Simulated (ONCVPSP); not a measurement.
**gold, ONCV: configuration errors across variants**

```
Element                 : gold (Au)
Generator               : ONCVPSP 4.0.1
Type                    : optimised norm-conserving Vanderbilt (ONCV)
Functional              : revPBE
Relativity              : scalar-relativistic
Frozen core             : [Kr] 4d10 4f14
Valence charge          : 19
Reference configuration : 5s2 5p6 5d8 (charge +3)
Partial waves           : 5s: rc 1.55 bohr, ncon 4, nbas 7, qcut 5.8 1/bohr, 2 projectors, debl 1 Ha; 5p: rc 1.65 bohr, ncon 4, nbas 7, qcut 8.9 1/bohr, 2 projectors, debl 3.3 Ha; 5d: rc 2.05 bohr, ncon 4, nbas 9, qcut 6.2 1/bohr, 1 projector; f scattering state at 0.09 Ha: rc 2.05 bohr, ncon 3, nbas 6, qcut 5.2 1/bohr, 2 projectors, debl 0.7 Ha
Local potential         : polynomial inside 1.10 bohr (lpopt 5, dvloc0 6 Ha)
Core correction         : Teter function, fcfact 1.5, rcfact 1.65
```

In the s channel the program set the typed energies aside and used -5.312, 0.050 Ha. In the p channel the program set the typed energies aside and used -3.513, 0.250 Ha.

All-electron excitation energies from the reference (eV): (1) 5s2 5p6 5d10 6s1 -64.202; (2) 5s2 5p6 5d10 -54.920; (3) 5s2 5p6 5d9 -33.797; (4) 5s2 5p6 5d10 6p1 -58.982.

Errors AE − PS in meV (a dash: test not solved or not reliable):

| change | (1) | (2) | (3) | (4) | bound ghosts | GHOST(+) flags above zero |
| --- | --- | --- | --- | --- | --- | --- |
| base | +12 | +13 | +9.9 | +12 | none | s, f |
| d: rc 1.52 | +23 | +9.8 | +6.8 | +14 | none | s, f |
| d: rc 1.72 | +21 | +9.3 | +7.0 | +12 | none | s, f |
| d: rc 1.94 | +15 | +10 | +8.3 | +12 | none | s, f |
| d: rc 2.2 | +6.2 | +19 | +13 | +14 | none | s, f |
| d: rc 2.72 | -11 | +87 | +42 | +51 | none | s, f |
| d: rc 2.88 | -8.7 | +126 | +57 | +76 | none | s, d, f |

Question: Give the same row for: d: rc 2.48.

Answer: -4.8, +44, +24, +26; bound ghosts: none; GHOST(+) flags above zero: s, f.
